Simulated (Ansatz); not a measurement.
The cluster Na3Cl3⁺, relaxed as a doublet with UKS B3LYP-D4/def2-SVP in Ansatz, starting from the GFN1-xTB geometry. Force threshold 0.02 eV/Å.

In the doublet, Cl4 and Cl5 lie 2.74 Å apart (atoms count from 1), so these atoms are partly bonded to each other. Another isomer (doublet) lies 0.17 eV lower at PBE0-D4/def2-TZVP; other spin states weren't run for this one.

Start:

```xyz
6

Na    0.337    0.125   -0.033
Na   -3.907    1.312    0.156
Na    4.669   -2.033   -0.157
Cl   -1.805    1.043   -1.183
Cl   -1.844    0.503    1.331
Cl    2.550   -0.951   -0.114
```

(1) Estimate the energy that the relaxation releases and the steps that it takes.

(2) Does the start keep its bonding and symmetry?

(3) Predict the relaxed structure.

Results:

(1) 0.12 eV, in 7 steps; 43 s on 4 threads of Intel Xeon on a shared host. The force fell under the threshold at step 4, but the optimiser went on. No frequencies were taken in this run, so the end may be a saddle point.

(2) By distances, no bond broke or formed. The bond that changes most is Na1–Cl4, from 2.60 to 2.71 Å (atoms count from 1).

(3) 
```xyz
6

Na    0.283   -0.105   -0.020
Na   -3.963    1.552    0.162
Na    4.856   -1.919   -0.183
Cl   -1.837    1.026   -1.265
Cl   -1.939    0.470    1.414
Cl    2.599   -1.024   -0.109
```
Bond lengths (bridged metal pairs left out): 6 × Cl–Na 2.43 to 2.71 Å.
